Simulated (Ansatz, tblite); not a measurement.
Removing and adding an electron: Ge3O10H8. Charge 0, multiplicity 1. Geometry: PBE-D4/def2-SVP. Ansatz, gas phase; energy differences of separate SCF runs; the oxidised species was run as a doublet alone; the reduced species was run as a doublet alone.

```xyz
21

Ge   -1.5149   -0.0268   -1.8353
Ge    1.1148    1.4281    1.8076
Ge    0.5077   -2.2099   -0.0183
O     1.2592    1.2375   -0.0420
O     1.4489   -1.1218   -1.0869
O    -0.3759   -0.6225   -3.0304
O    -1.1829    1.4723   -0.9847
O     2.0692    2.4247    0.5846
O    -1.3584   -1.2820   -0.3598
O     0.5074   -1.5151    1.7263
O     0.2321   -3.8244   -0.2256
O    -0.2357   -0.2631    1.8665
O    -0.2351    2.4040    2.4142
H    -1.9524   -2.0634   -0.4107
H    -0.2739    3.2339    1.8978
H    -0.2038    1.5776   -0.7657
H    -2.9697   -0.1037   -2.3105
H     1.6767   -0.2339   -0.6666
H     1.9820    0.6465    2.7921
H     0.4860   -0.8090   -2.5586
H    -0.9814   -0.3487    1.2061
```

The xTB rows come from tblite. The structure holds 2 bonds between oxygen atoms, so isomers without such links may lie far lower. HOMO above LUMO, or a gap near zero within one spin, warns that the state may not be the lowest or that an electron is smeared out. The structure comes from a short search, and lower isomers may exist.

Question: Estimate orbital energies and vertical ionisation energies and electron affinities at: GFN1-xTB; GFN2-xTB; PBE-D4/def2-SVP; PBE0-D4/def2-SVP.

Answer: 
```
           level  −HOMO (eV)  vertical IE (eV)  −LUMO (eV)  vertical EA (eV)  HOMO–LUMO gap (eV)  IE − EA (eV)                                                                   remarks
        GFN1-xTB       12.45             15.19        7.04              4.59                5.41         10.60                                                                         –
        GFN2-xTB       12.38             14.94        7.88              5.29                4.50          9.65                                                                         –
 PBE-D4/def2-SVP        6.14              8.83        2.95              0.58                3.19          8.25  HOMO above zero (-1 doublet), gap within one spin near zero (+1 doublet)
PBE0-D4/def2-SVP        7.80              9.61        1.82              0.21                5.98          9.40                                              HOMO above zero (-1 doublet)
```

   A HOMO above zero means that the electron is unbound at that level or that self-interaction error raises the level; the energy of removing that electron tells which. Raw xTB energy differences between charge states are shifted by several eV; the methods need an empirical correction for them. Sets without diffuse functions give affinities that are too small.
